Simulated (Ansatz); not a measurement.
Isolated molecules relaxed with PBE0-D4/def2-TZVP in Ansatz; ΔE leaves out vibrations. CCSD(T)/CBS adds triple-zeta CCSD(T) − MP2 to the extrapolated MP2 energy (def2 sets, frozen cores). DFT in def2-TZVPP. HSE06 is defined as in plane-wave codes. For Ge outer-core shells are correlated without core-valence functions, which leaves a few kJ/mol of doubt a bond. Scalar relativity is left out up to krypton. One conformer a species, not always the lowest.

`[SiH3][GeH2][SiH2][SiH2][GeH3]` + trisilane → `[SiH3][SiH2][SiH2][SiH2][GeH3]` + `[SiH3][GeH2][SiH3]`  (formal exchange of groups at the Si–Si bond)

Question: Is it downhill or uphill in electronic energy at CCSD(T)/CBS, and by how much? (Best estimate.)

Answer: Computed: Nearly level: ΔE = +0.4 kJ/mol.

Question: What do these levels give: LDA (SPW92), B97M-V, PBE0-D4, ωB97M-V, PBE0, HSE06, MP2/def2-SVP, CCSD/def2-SVP, MP2/def2-TZVPP, HF/def2-QZVPP, MP2/def2-QZVPP, CCSD/CBS(def2)? (An estimate is asked.)

Answer: Ansatz gave: LDA (SPW92) -0.3, B97M-V -0.2, PBE0-D4 -0.1, ωB97M-V -0.1, PBE0 -0.1, HSE06 -0.1, MP2/def2-SVP 0.4, CCSD/def2-SVP 0.2, MP2/def2-TZVPP 1.2, HF/def2-QZVPP 0.0, MP2/def2-QZVPP 0.7, CCSD/CBS(def2) 0.4 kJ/mol.

Largest T1 diagnostic among the species: 0.013.

Leaving LDA and LC-ωPBE aside and taking each functional with its dispersion term where it has one, the values, not all of them listed here, spread over 0.6 kJ/mol, from revPBE-D4 to PBE-QIDH.
